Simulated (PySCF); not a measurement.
Computed shifts of a molecule C5H5Cl, PBE0/pcSseg-1 (PySCF), GIAO, gas phase, atoms alike by connectivity averaged where their shifts nearly agree, in ppm (number of nuclei): ¹³C: 147.9 (1), 133.3 (1), 93.6 (1), 87.0 (1), 23.1 (1). ¹H: 7.02 (1), 3.80 (1), 2.53 (3). References: ¹³C against TMS (σ = 186.3 ppm); ³⁵Cl against HCl (σ = 945.9 ppm); ¹H against TMS (σ = 31.56 ppm), references at their B3LYP-D3(BJ)/def2-TZVP geometries, non-relativistic (without spin–orbit terms, shifts of atoms bonded to Cl or Br come out too high). Geometry: PBE-D3(BJ)/def2-SVP. One conformer was computed; it need not be the lowest.

Problem. Pick the molecule that these values belong to.
A) C#C/C(Cl)=C\C
B) ClC1=CC=CC1
C) C=CC=C=CCl
D) C#C/C(C)=C/Cl

Solution. D, C#C/C(C)=C/Cl
